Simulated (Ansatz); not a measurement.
Molecule: C₆H₁₁ (charge 0, doublet). It need not be the lowest isomer of its formula. SMILES: C[C]1CCCC1
Coordinates optimised at B3LYP-D3(BJ)/def2-TZVP (Ansatz, a program for electronic structure):
```xyz
17

C      2.0943    -0.8117     0.1897
C      0.6976    -0.3189     0.1350
C     -0.3972    -0.9705    -0.6471
C     -1.6511    -0.1632    -0.2701
C     -1.1106     1.2526    -0.0182
C      0.2621     1.0211     0.6430
H      2.6977    -0.4390    -0.6542
H      2.6037    -0.4849     1.1008
H      2.1416    -1.9031     0.1477
H     -0.2090    -0.8974    -1.7320
H     -0.4947    -2.0405    -0.4346
H     -2.4288    -0.1923    -1.0342
H     -2.0797    -0.5651     0.6520
H     -0.9723     1.7656    -0.9739
H     -1.7813     1.8645     0.5859
H      0.9797     1.8166     0.4086
H      0.1726     1.0188     1.7403
```
Charge 0, spin multiplicity 2.

Parts of the frozen-core correlation energy in 6-31G (Ansatz, hartree). Frozen orbitals: 6; correlated occupied orbitals by spin: 18 and 17; virtual: 52 and 53. UHF or UKS for open shells. No spin-orbit coupling. Non-relativistic.

```tsv
term	value
reference (HF)	-233.48477
MP2 opposite-spin	-0.40598
MP2 same-spin	-0.11496
CCSD correlation	-0.59093
(T)	-0.01475
T1 diagnostic	0.008
largest doubles amplitude	0.018
<S^2> of the reference	0.767
```
